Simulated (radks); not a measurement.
Task: All-electron atom: Ag+ in [Kr] 4d10. Method: scalar-relativistic Kohn-Sham, r2SCAN, spin-polarised, spherical densities, finite nucleus; meta-GGA in the generalised Kohn-Sham scheme; Fermi nuclear charge, rms radius 4.5454 fm; computed with a radial shooting solver on a logarithmic mesh with Libxc functionals. Some entries of the table are withheld. Estimate them.

| orbital | occ. | eigenvalue (hartree) | r(max) (bohr) | <r^2> (bohr^2) |
|---|---|---|---|---|
| 1s | 2 | -932.9748 | 0.02016 | 0.001309 |
| 2s | 2 | -138.1321 | (1) | 0.02145 |
| 2p | 6 | (2) | 0.09116 | 0.01692 |
| 3s | 2 | (3) | 0.3321 | (4) |
| 3p | 6 | -21.03857 | 0.3255 | 0.1564 |
| 3d | 10 | -13.58560 | 0.2744 | 0.1424 |
| 4s | 2 | (5) | 0.8248 | 0.9510 |
| 4p | 6 | -2.51752 | 0.8787 | (6) |
| 4d | 10 | -0.58021 | 1.036 | 2.318 |

Result: 
(1) 2s r(max) (bohr): 0.1139
(2) 2p eigenvalue (hartree): -123.8251
(3) 3s eigenvalue (hartree): -25.77603
(4) 3s <r^2> (bohr^2): 0.1546
(5) 4s eigenvalue (hartree): -3.88826
(6) 4p <r^2> (bohr^2): 1.157
